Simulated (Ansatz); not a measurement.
Start from `FB[AsH2]` and change one atom or group to get `FBS`.

Ansatz, PBE0-D4/def2-TZVP geometries, multiplicity 1. Each molecule was computed in one conformer, which needn't be the lowest.

Scalar relativity is left out up to krypton.

```
                                        property  `FB[AsH2]`
  zero-point energy (PBE0-D4/def2-TZVP) / kJ/mol        80.7
               LUMO energy (PBE/def2-TZVPP) / eV       -2.23
            HOMO–LUMO gap (PBE0/def2-TZVPP) / eV        6.26
              HOMO energy (PBE0/def2-TZVPP) / eV       -7.53
size of the dipole moment (B3LYP/def2-TZVPP) / D        0.69
             HOMO–LUMO gap (PBE/def2-TZVPP) / eV        4.17
```

What does the change do to each property? (Estimate.)

The calculation gave: 
| property | `FBS` | shift |
| --- | --- | --- |
| zero-point energy (PBE0-D4/def2-TZVP) / kJ/mol | 66.0 | -14.7 |
| LUMO energy (PBE/def2-TZVPP) / eV | -1.66 | 0.57 |
| HOMO–LUMO gap (PBE0/def2-TZVPP) / eV | 7.67 | 1.41 |
| HOMO energy (PBE0/def2-TZVPP) / eV | -8.36 | -0.83 |
| size of the dipole moment (B3LYP/def2-TZVPP) / D | 1.57 | 0.88 |
| HOMO–LUMO gap (PBE/def2-TZVPP) / eV | 5.48 | 1.31 |

With PBE0 the HOMO falls by 0.83 eV and the LUMO rises by 0.58 eV, so the gap widens by about 1.41 eV. PBE moves the HOMO by -0.74 eV and ωB97M-V by -0.90 eV. The zero-point energy changes by -14.7 kJ/mol with -3 modes. Dipoles are sizes alone; their direction can turn.

B3LYP here is the variant with VWN-RPA as its local correlation; programs differ in this.
